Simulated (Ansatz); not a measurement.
A single point on `[CH3][SnH]([OH])[AlH2]`.

```yaml
crystal:
  periodic: [false, false, false]
  atoms:
    - {symbol: C, position_ang: [-0.957502, 1.673105, -0.264963]}
    - {symbol: Sn, position_ang: [0.565742, 0.181150, -0.123663]}
    - {symbol: O, position_ang: [1.152496, 0.452664, 1.757643]}
    - {symbol: Al, position_ang: [-0.141652, -2.383797, -0.413076]}
    - {symbol: H, position_ang: [-1.364831, 1.713290, -1.275567]}
    - {symbol: H, position_ang: [-1.759727, 1.449062, 0.437533]}
    - {symbol: H, position_ang: [-0.520399, 2.639285, -0.012581]}
    - {symbol: H, position_ang: [1.897878, 0.649622, -1.117965]}
    - {symbol: H, position_ang: [1.883424, -0.113405, 2.013402]}
    - {symbol: H, position_ang: [-1.248171, -2.825713, -1.464889]}
    - {symbol: H, position_ang: [0.558241, -3.492165, 0.484725]}
basis:
  gaussian: {orbitals: def2-QZVPP}
correlation: {method: mp2}
```

```sh
$ ansatz run in.yaml --threads 4 --pin off --events-out ev --progress --plain --max-ram 10444MiB
```

Output, abridged:

```
Functional definition: HF
2848 factors; integrals over basis functions are off by at most 8.4e-4 eV
mean field evaluation 1: about -15563.3806 eV, gradient 4.9e1 eV
mean field evaluation 2: about -15563.4674 eV, gradient 4.9e1 eV
mean field evaluation 4: about -15568.8095 eV, gradient 4.6e0 eV
mean field evaluation 8: about -15568.8973 eV, gradient 3.1e-1 eV
mean field evaluation 16: about -15568.8981 eV, gradient 1.4e-6 eV
mean field -15568.89811869 eV, -572.1464528835 hartree, gradient 1.4e-6 eV, S^2 0.000000; 0 other end points of the search recorded, 0 dependent functions left out
11 core orbitals not correlated: weight in the atoms' cores, before any rotation towards them, 1.000 or more for the frozen orbitals, at most 0.000 for the correlated occupied ones
reference -15568.89811869 eV, -572.1464528835 hartree; 17, 17 occupied and 448, 448 virtual orbitals, 2848 factors
second order -29.61801708 eV of doubles, -0.00000000 eV of singles
Total energy: -15598.51613576 eV, -573.2348949353 hartree
```

Run time 23 s (4 threads of an Arm Neoverse V1 on a shared host); peak host memory 2.7 GiB.
